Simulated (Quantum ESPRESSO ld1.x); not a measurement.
Results of a calculation; reference values are marked as such.
One sound ld1.x (Quantum ESPRESSO 7.5) input for the tellurium ion Te2+ gives E = -6792.94 hartree in 26 iterations:

```
 &input
    zed=52.0,
    iswitch=1,
    rel=2,
    dft='PBESOL',
    config='[Kr] 4d10 5s2 5p2',
    lsmall=.true.,
    prefix='ld1',
    max_out_wfc=37,
    file_charge='ld1.rho',
 /
```

Changed or added lines, one case at a time, and what came of them:

- dft='TPSS': refused. The program stops in ld1_setup with "meta-GGA not implemented for fully-relativistic case": ld1.x has meta-GGAs only for rel = 0 or 1.
- rmax=5000.0: harmless. The energy moves by less than 1e-5 hartree against the default mesh (-6792.94 hartree).
- rmax=3.0: not converged. The mesh cuts the orbital tails; the cycle ends with warnings and the numbers are not to be used.
- config='[Kr] 4d10 5s2 5p2 8s1': refused. The program stops in el_config with "wrong main quantum number": the config string takes n from 1 to 7 alone.
- lsd=1: refused. The program stops in ld1_readin with "local spin density and spin-orbit not allowed": spin polarisation goes with rel = 0 or 1 alone.
- xmin=-2.0: silently wrong. The mesh starts too far from the nucleus; the run ends without a warning, but the energy is off by +2.52e+04 hartree against the default mesh.
- config='[Kr] 4d10 5s2 5p2 6s4': refused. The program stops in el_config with "wrong occupancy:4": an s shell holds at most 2 electrons.
